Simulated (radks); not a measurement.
Values are calculated unless marked as measured or tabulated.
Problem. These are the eigenvalues of the occupied orbitals of an atom or ion with whole-number occupations (hartree). Level of theory: non-relativistic Kohn-Sham, PBE, spin-polarised, spherical densities, point nucleus (a radial shooting solver on a logarithmic mesh with Libxc functionals).

| orbital | eigenvalue |
|---|---|
| 1s down | -322.3704 |
| 1s up | -322.3704 |
| 2s up | -39.17234 |
| 2s down | -39.14974 |
| 2p up | -34.45599 |
| 2p down | -34.43934 |
| 3s up | -5.03797 |
| 3s down | -4.99563 |
| 3p up | -3.56968 |
| 3p down | -3.52794 |
| 3d up | -1.11491 |
| 3d down | -1.07621 |

Which element is it, and in what charge state? The configuration may be excited. Open shells, if any, are filled with parallel spins first.

Solution. Z = 29, copper, charge +2: Cu2+ in [Ar] 3d9. The list shows which subshells hold electrons but not how many an open one holds; the 1s level, -322.37 hartree, gives Z - s = 25.4 by -(Z - s)^2/2, which with screening narrows Z to a few neighbours, and the depths of the outer levels then fix element, charge and occupations together.
